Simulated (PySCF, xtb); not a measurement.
borohydride (BH₄), SMILES [BH4-], charge -1.

Harmonic wavenumbers (cm⁻¹) from GFN2-xTB (xtb) at its own minimum, in rising order: 1169, 1169, 1169, 1321, 1321, 2039, 2039, 2040, 2227.

Question: What does ωB97X-D3(BJ)/def2-TZVPD in PySCF give at its own minimum? (Estimate from the structure and the level; the computed values follow.)

Answer: 1093, 1093, 1093, 1204, 1204, 2253, 2253, 2253, 2272. Paired by order, the mean absolute difference is 128 cm⁻¹ and the zero-point energies are 20.7 and 21.0 kcal/mol.
